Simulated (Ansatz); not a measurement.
Ansatz results at the PBE0-D4/def2-TZVP geometry: HOMO energy (PBE/def2-TZVPP) -6.46 eV; HOMO energy (B3LYP/def2-TZVPP) -7.63 eV; size of the dipole moment (PBE/def2-TZVPP) 1.54 D.

Each molecule was computed in one conformer, which needn't be the lowest.

Q: Which molecule gave them?
A. `N#[C][GaH][Cl]`
B. `C[CH2][Ga]([Cl])[O]C(C)C`
C. `[OH][Ga]([Cl])[O][SiH3]`
D. `[OH][GaH][F]`

A: B. The others give `N#[C][GaH][Cl]`: -7.98, -9.15, 3.07; `[OH][Ga]([Cl])[O][SiH3]`: -7.42, -8.68, 1.47; `[OH][GaH][F]`: -7.69, -9.10, 3.20.

B3LYP here is the variant with VWN-RPA as its local correlation; programs differ in this.
